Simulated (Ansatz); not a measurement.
Stepwise reaction of `C=C[SiH](Br)C=C` with hydrogen fluoride, as a gas-phase model of exchange steps in deposition or etching. ΔE in kJ/mol; ΔG adds harmonic PBE0-D4 terms to CCSD(T)/CBS, at 1 bar.

Isolated molecules relaxed with PBE0-D4/def2-TZVP in Ansatz; ΔE leaves out vibrations. CCSD(T)/CBS adds triple-zeta CCSD(T) − MP2 to the extrapolated MP2 energy (def2 sets, frozen cores). This one scheme is used for every species. DFT in def2-TZVPP. B3LYP here is the variant with VWN-RPA as its local correlation; programs differ in this. For Br outer-core shells are correlated without core-valence functions, which leaves a few kJ/mol of doubt a bond. Scalar relativity is left out up to krypton. Each species was taken in one conformer, which may not be the lowest.

```csv
step,reaction,PBE-D4,B3LYP-D4,ωB97M-V,CCSD(T)/CBS,ΔG(500 K)
1,`C=C[SiH](Br)C=C` + H–F → `C=C[SiH](F)Br` + `C=C`,-123.7,-136.1,-136.5,-129.9,-131.5
```

(1) Give the row of step 2, `C=C[SiH](F)Br` + H–F → `F[SiH](F)Br` + `C=C`. (Estimate.)

(2) By hand: ΔE of the 2 steps together at CCSD(T)/CBS.

Results:

(1) Ansatz gave: 
```tsv
step	reaction	PBE-D4	B3LYP-D4	ωB97M-V	CCSD(T)/CBS	ΔG(500 K)
2	`C=C[SiH](F)Br` + H–F → `F[SiH](F)Br` + `C=C`	-126.3	-138.4	-138.7	-135.1	-134.6
```

(2) (-129.9) + (-135.1) = -265.0 kJ/mol, or -132.5 kJ/mol a step.

In ΔE each step is lower than the one before. All are downhill at CCSD(T)/CBS. ΔG lies between -134.6 and -131.5 kJ/mol a step. PBE-D4 differs from CCSD(T)/CBS by 6.2 to 8.8 kJ/mol a step. Isolated molecules leave out the surface, adducts and barriers. Largest T1 diagnostic: 0.011.
